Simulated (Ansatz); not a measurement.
Ideal-gas functions of ClCuH2O, SMILES `[OH2+][Cu-][Cl]` at 298.15 K and 1 bar, from an Ansatz frequency run at PBE0-D4/def2-TZVP.

Molar mass 117.01 g/mol, point group Cs (symmetry number 1), electronic degeneracy 1, moments of inertia 1.522, 213.075, 213.969 u Å². Harmonic wavenumbers (cm⁻¹, unscaled): 107, 110, 332, 413, 445, 586, 1628, 3823, 3914.

Use S(trans) = R[1.5 ln M + 2.5 ln T − 1.1517]; rotational temperatures θ = 24.2544 K / I; S(rot) = R[ln(√π/σ · √(T³/θAθBθC)) + 1.5]; for each mode x = 1.438777 ν̃/T, S = R[x/(eˣ − 1) − ln(1 − e⁻ˣ)] and H = RT x/(eˣ − 1); 1 cm⁻¹ = 0.0119627 kJ/mol; R = 8.31446 J/(mol·K).

Q: By hand: the entropy, in J/(mol·K).

A: Translation 168.2. Rotation: θ = 15.9359, 0.1138, 0.1134 K, giving 94.9. Vibration, mode by mode: 13.90, 13.68, 5.23, 3.83, 3.39, 1.98, 0.03, 0.00, 0.00, in all 42.0. Electronic 0.0. Sum 305.1 J/(mol·K).

Q: By hand: H − E and G − E in kJ/mol, counted from the electronic energy.

A: Zero-point energy ½ × 11358 × 0.0119627 = 67.9; thermal vibration 6.7; translation, rotation and pV give 4 RT = 9.9. H − E = 84.5 kJ/mol, and G − E = 84.5 − 298.15 × 305.1/1000 = -6.5 kJ/mol.

Vibration gives 14 % of the entropy, 27.6 J/(mol·K) of it from the modes under 150 cm⁻¹: soft modes count most, and the harmonic formula is weakest for them. The sum counts one conformer and one mirror image; others add a mixing term.
